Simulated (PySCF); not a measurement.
Methylethylisopropylamine, C₆H₁₅N.
Z-matrix (Å and degrees, GFN2-xTB geometry), rows numbered from 1:
```
C 
C   1  1.5274
N   2  1.4527  1  111.29
C   3  1.4453  2  111.94  1    80.02
C   3  1.4580  2  115.56  1  -147.94
C   5  1.5302  3  110.23  2    71.60
C   5  1.5356  3  114.96  2   -54.35
H   1  1.0863  2  111.47  3   -67.00
H   1  1.0865  2  109.64  3    53.20
H   1  1.0874  2  109.87  3   172.96
H   2  1.0901  1  108.01  3  -119.10
H   2  1.1038  1  109.38  3   123.81
H   4  1.0887  3  109.13  2   -59.25
H   4  1.0891  3  109.48  2  -177.28
H   4  1.1024  3  113.40  2    61.26
H   5  1.0968  3  105.48  2  -173.02
H   6  1.0864  5  109.69  3    47.48
H   6  1.0869  5  111.65  3   -72.90
H   6  1.0872  5  109.85  3   167.15
H   7  1.0871  5  109.80  3  -173.79
H   7  1.0877  5  110.63  3   -54.34
H   7  1.0874  5  110.95  3    66.27
```

Method used: PBE0/def2-SVPD in PySCF (dipole) on a GFN2-xTB geometry, gas phase.

Take the most abundant isotopes and a rigid rotor. The values belong to one conformer with, in the numbering `[CH3:1][CH2:2][N:3]([CH3:4])[CH:5]([CH3:6])[CH3:7]`, C1–C2–N3–C4 80°, C2–N3–C5–C6 72°.

Question: Give the principal moments of inertia and the rotational constants in MHz.

Answer: Ia = 147.38, Ib = 275.64, Ic = 325.09 u·Å²; 505379 MHz·u·Å²/I gives A = 3429, B = 1833, C = 1555 MHz.

Question: What kind of rotor is it?

Answer: An asymmetric top: κ = (2 × 1833 − 3429 − 1555)/(3429 − 1555) = -0.70.

Question: Is it planar, by Δ = Ic − Ia − Ib?

Answer: Not planar: Δ = Ic − Ia − Ib = -97.92 u·Å². For a rigid frame Δ = −2 Σ m c², so Σ m c² = 48.96 u·Å² lies off the ab plane: 18.02 from hydrogen and 30.94 from heavier atoms. The atom farthest from that plane is 1.84 Å away.

Question: Give the other two planar moments, Paa and Pbb, and the rms extents of the mass along the axes.

Answer: Paa = Σ m a² = (Ib + Ic − Ia)/2 = 226.68 and Pbb = Σ m b² = (Ia + Ic − Ib)/2 = 98.42 u·Å². With the mass M = 101.12 u, the rms extents √(P/M) along a, b and c are 1.50, 0.99, 0.70 Å.

Question: List the rotational levels J(Ka,Kc) to J = 4 (MHz).

Answer: Above 0(0,0):
J = 1: 1(0,1) 3388, 1(1,1) 4984, 1(1,0) 5263
J = 2: 2(0,2) 10131, 2(1,2) 11481, 2(1,1) 12318, 2(2,1) 17105, 2(2,0) 17138
J = 3: 3(0,3) 20164, 3(1,3) 21207, 3(1,2) 22878, 3(2,2) 27269, 3(2,1) 27433, 3(3,1) 35964, 3(3,0) 35967
J = 4: 4(0,4) 33407, 4(1,4) 34141, 4(1,3) 36913, 4(2,3) 40795, 4(2,2) 41268, 4(3,2) 49577, 4(3,1) 49594, 4(4,1) 61669, 4(4,0) 61669
Those of J = 1 are B + C, A + C and A + B.

Question: Which lines would a microwave search look for?

Answer: The dipole components are |μa| = 0.32 D, |μb| = 0.26 D, |μc| = 0.40 D. The squared components, which scale the intensities, stand as 0.63 : 0.41 : 1.00 (a : b : c). Some of the stronger lines:

| type | branch | J(Ka,Kc) | MHz | lower level (cm⁻¹) |
| --- | --- | --- | --- | --- |
| a | Q | 2(1,1) ← 2(1,2) | 837 | 0.383 |
| c | Q | 2(1,2) ← 2(0,2) | 1350 | 0.338 |
| c | Q | 1(1,1) ← 1(0,1) | 1596 | 0.113 |
| b | Q | 1(1,0) ← 1(0,1) | 1875 | 0.113 |
| b | Q | 2(1,1) ← 2(0,2) | 2187 | 0.338 |
| a | R | 1(0,1) ← 0(0,0) | 3388 | 0.000 |
| c | Q | 2(2,1) ← 2(1,1) | 4787 | 0.411 |
| b | Q | 2(2,0) ← 2(1,1) | 4820 | 0.411 |
| b | R | 1(1,1) ← 0(0,0) | 4984 | 0.000 |
| b | R | 2(0,2) ← 1(1,1) | 5147 | 0.166 |
| c | R | 1(1,0) ← 0(0,0) | 5263 | 0.000 |
| b | Q | 2(2,1) ← 2(1,2) | 5624 | 0.383 |
| a | R | 2(1,2) ← 1(1,1) | 6497 | 0.166 |
| a | R | 2(0,2) ← 1(0,1) | 6743 | 0.113 |
| a | R | 2(1,1) ← 1(1,0) | 7055 | 0.176 |
| b | R | 2(1,2) ← 1(0,1) | 8093 | 0.113 |
| c | R | 2(1,1) ← 1(0,1) | 8930 | 0.113 |
| b | R | 2(2,1) ← 1(1,0) | 11842 | 0.176 |
| c | R | 2(2,0) ← 1(1,0) | 11875 | 0.176 |
| c | R | 2(2,1) ← 1(1,1) | 12121 | 0.166 |
| b | R | 2(2,0) ← 1(1,1) | 12154 | 0.166 |

Question: Estimate the classical rotational partition function at 50 K, 100 K and 298.15 K.

Answer: Point group C1, symmetry number σ = 1; q = (√π/σ)·√((kT/h)³/(ABC)), k/h = 20836.6 MHz/K: 19100 at 50 K, 53900 at 100 K, 278000 at 298.15 K.

Stationary, but not proved a minimum. Constants of a rigid frame at the computed geometry: no zero-point averaging, no centrifugal distortion. A rigid rotor knows nothing of internal rotation, which can split or shift real lines. Quadrupole hyperfine structure (14N) is left out.

Hardware: Arm Neoverse V2, one thread, no GPU, shared host with 96 logical CPUs at a one-minute load of 35. Cost: 59 s of wall time (grids of density and orbitals included), 1.0 GiB resident at most. This is the PBE0/def2-SVPD job that gave the dipole, with the excitations it also computed.
